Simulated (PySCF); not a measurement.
Compound: C5H6S2.
Geometry (GFN2-xTB, Å), atoms numbered from 1 in this order:
```xyz
13
C5H6S2 angstrom
C      2.4607   -0.1035   -0.0015
S      1.2331    1.1591   -0.4359
C     -0.2787    0.3237   -0.1123
C     -1.5206    0.9787   -0.3398
C     -2.5802    0.1947   -0.0366
S     -2.0999   -1.3561    0.5315
C     -0.4355   -0.9428    0.3574
H      2.3279   -0.9756   -0.6346
H      2.3639   -0.3634    1.0483
H      3.4314    0.3456   -0.1855
H     -1.5885    1.9838   -0.7130
H     -3.6235    0.4272   -0.1111
H      0.3054   -1.6709    0.6155
```

Theory: PBE0/pcSseg-1 in PySCF (dipole) on a GFN2-xTB geometry, gas phase.

Masses are those of the commonest isotopes; rigid-rotor values at the optimised geometry. The values belong to one conformer with, in the numbering `[CH3:1][S:2][c:3]1[cH:4][cH:5][s:6][cH:7]1`, C1–S2–C3–C4 -179°.

**Question.** What are A, B and C (MHz)?

**Answer.** Ia = 108.11, Ib = 438.60, Ic = 543.47 u·Å²; 505379 MHz·u·Å²/I gives A = 4675, B = 1152, C = 929.9 MHz.

**Question.** What kind of rotor is it?

**Answer.** An asymmetric top; Ray's κ = -0.881.

**Question.** What does the inertial defect say?

**Answer.** Not planar: Δ = Ic − Ia − Ib = -3.24 u·Å². For a rigid frame Δ = −2 Σ m c², so Σ m c² = 1.62 u·Å² lies off the ab plane, practically all of it from hydrogen. The atom farthest from that plane is 0.90 Å away.

**Question.** List the rotational levels J(Ka,Kc) to J = 3 (MHz).

**Answer.** Above 0(0,0):
J = 1: 1(0,1) 2082, 1(1,1) 5605, 1(1,0) 5827
J = 2: 2(0,2) 6236, 2(1,2) 9546, 2(1,1) 10214, 2(2,1) 20781, 2(2,0) 20791
J = 3: 3(0,3) 12442, 3(1,3) 15453, 3(1,2) 16787, 3(2,2) 27027, 3(2,1) 27078, 3(3,1) 45201, 3(3,0) 45201

**Question.** Which lines would a microwave search look for?

**Answer.** The dipole components are |μa| = 0.34 D, |μb| = 0.96 D, |μc| = 0.00 D; the mirror of this Cs structure is the ab plane, so μc vanishes by symmetry (the 0.02 D computed is a residue) and there are no c-type lines. Intensities carry the squares of the components, which stand as 0.13 : 1.00 (a : b). Some lines, for components of 0.1 D or more:

| type | branch | J(Ka,Kc) | MHz | lower level (cm⁻¹) |
| --- | --- | --- | --- | --- |
| b | R | 2(0,2) ← 1(1,1) | 632 | 0.187 |
| a | Q | 2(1,1) ← 2(1,2) | 667 | 0.318 |
| a | R | 1(0,1) ← 0(0,0) | 2082 | 0.000 |
| b | Q | 1(1,0) ← 1(0,1) | 3745 | 0.069 |
| a | R | 2(1,2) ← 1(1,1) | 3942 | 0.187 |
| b | Q | 2(1,1) ← 2(0,2) | 3977 | 0.208 |
| a | R | 2(0,2) ← 1(0,1) | 4154 | 0.069 |
| a | R | 2(1,1) ← 1(1,0) | 4387 | 0.194 |
| b | R | 1(1,1) ← 0(0,0) | 5605 | 0.000 |
| b | R | 2(1,2) ← 1(0,1) | 7464 | 0.069 |
| b | Q | 2(2,0) ← 2(1,1) | 10577 | 0.341 |
| b | Q | 2(2,1) ← 2(1,2) | 11234 | 0.318 |
| b | R | 2(2,1) ← 1(1,0) | 14954 | 0.194 |
| b | R | 2(2,0) ← 1(1,1) | 15186 | 0.187 |

**Question.** Estimate the classical rotational partition function at 25 K, 50 K and 500 K.

**Answer.** Point group Cs, symmetry number σ = 1; q = (√π/σ)·√((kT/h)³/(ABC)), k/h = 20836.6 MHz/K: 9420 at 25 K, 26600 at 50 K, 842000 at 500 K.

Stationary, but not proved a minimum. Zero-point vibration and centrifugal distortion are left out. A rigid rotor knows nothing of internal rotation, which can split or shift real lines.

On Arm Neoverse V2, one thread, on a shared host, this took 16 s. This is the PBE0/pcSseg-1 job that gave the dipole, with the shieldings it also computed.
